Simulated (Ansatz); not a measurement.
```xyz
11

Si   -1.417   -1.329   -0.502
O    -0.518   -0.767   -1.744
Sn    0.814    0.544   -2.372
O     1.323    1.302   -0.624
Si    1.245    1.214    1.004
H    -0.707   -2.429    0.206
H    -2.709   -1.853   -1.022
H    -1.713   -0.250    0.483
H     2.521    1.708    1.589
H     1.033   -0.189    1.460
H     0.129    2.050    1.523
```

Total charge 0; spin multiplicity 1. Sn: def2 effective core potential.

Q: List the CAM-B3LYP/def2-TZVPP orbital energies in eV (Ansatz 0.2.0). (Best estimate.)

A: Computed: Occupied: -1801.04, -1801.04, -522.02, -522.02, -145.52, -145.52, -141.38, -100.88, -100.88, -100.84, -100.84, -100.84, -100.84, -96.42, -96.22, -96.13, -30.86, -30.74, -30.44, -30.37, -30.20, -28.17, -27.47, -17.32, -16.32, -14.74, -13.00, -12.41, -12.31, -11.88, -11.61, -10.34, -10.14, -9.80, -9.62, -9.61. Lowest empty: -1.54, 0.41, 0.64, 1.75, 2.41, 2.64, 2.72, 2.83.
